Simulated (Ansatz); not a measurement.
Cost and result for the atomization energy of C3H6O2Si, SMILES `C=C1C[SiH](O)O1` (12 atoms, 12 bonds).

```csv
atom,x (Å),y (Å),z (Å)
C1,1.873,0.930,-0.593
C2,0.729,0.442,-0.143
C3,0.286,-0.973,0.180
Si4,-1.281,-0.096,0.700
O5,-2.690,-0.332,-0.084
O6,-0.382,1.219,0.159
H7,2.696,0.263,-0.809
H8,2.003,1.993,-0.747
H9,0.228,-1.624,-0.693
H10,0.885,-1.462,0.949
H11,-1.661,-0.023,2.124
H12,-2.685,-0.336,-1.043
```

The species carries charge 0 and has multiplicity 1. All single points use the PBE0-D4/def2-TZVP geometry. It is one conformer, not always the lowest. Program: Ansatz. All runs use 4 threads of an Arm Neoverse V1 on a shared host. Times are those of one run each, without the atoms' runs, and a repeat can differ threefold. Electronic energies, without spin–orbit coupling; frozen cores. CCSD(T)/CBS adds CCSD(T) − MP2 in def2-TZVPP to the MP2 limit, and its time is that of the two runs behind it. T1 = 0.013. B3LYP takes the VWN-RPA correlation (the form of Gaussian; ORCA's B3LYP/G).

CCSD(T)/CBS is a level of theory with its own doubt, some kJ/mol a heavy atom from the limit and from the frozen cores, so smaller differences don't rank the functionals.

| level | functions | wall time |
| --- | --- | --- |
| PBE-D4/def2-TZVPP (with forces) | 281 | 3.3 s |
| PBE0-D4/def2-TZVPP | 281 | 3.8 s |
| r2SCAN-D4/def2-TZVPP (with forces) | 281 | 6.5 s |
| B3LYP-D4/def2-TZVPP (with forces) | 281 | 6.5 s |
| B2PLYP/def2-TZVPP | 281 | 8 s |
| ωB97X-V/def2-TZVPP | 281 | 10 s |
| ωB97M-V/def2-TZVPP (with forces) | 281 | 15 s |
| MP2/def2-QZVPP | 535 | 31 s |
| CCSD(T)/def2-TZVPP | 281 | 5.4 min |
| CCSD(T)/CBS(def2) | – | 5.9 min |

Task: What atomization energy does each give, and how far from CCSD(T)/CBS? (Estimate.)

Result: The calculation gave: 
```csv
level,atomization (kcal/mol),difference from CCSD(T)/CBS,per bond
PBE-D4/def2-TZVPP (with forces),1232.6,28.3,2.4
PBE0-D4/def2-TZVPP,1206.5,2.2,0.2
r2SCAN-D4/def2-TZVPP (with forces),1208.4,4.1,0.3
B3LYP-D4/def2-TZVPP (with forces),1199.6,-4.7,-0.4
B2PLYP/def2-TZVPP,1190.6,-13.7,-1.1
ωB97X-V/def2-TZVPP,1206.0,1.7,0.1
ωB97M-V/def2-TZVPP (with forces),1208.1,3.8,0.3
MP2/def2-QZVPP,1221.3,17.0,1.4
CCSD(T)/def2-TZVPP,1171.4,-32.9,-2.7
CCSD(T)/CBS(def2),1204.3,0.0,0.0
```

In def2-TZVPP, CCSD(T) changes the Hartree–Fock value by +305.4 kcal/mol (the triples alone add +20.5 kcal/mol) and MP2 by +335.8 kcal/mol; breaking electron pairs costs correlation energy, which Hartree–Fock lacks. The D4 term adds +9.9 kcal/mol with B3LYP and +5.2 kcal/mol with PBE0; it sums over pairs of atoms, weighted by their polarisabilities, and B3LYP, whose exchange is more repulsive, gets the larger term. From PBE to PBE0 (25 % exact exchange), in def2-TZVPP and without D4, the atomization energy moves by −25.1 kcal/mol: exact exchange takes away binding that semilocal exchange gives to molecules.
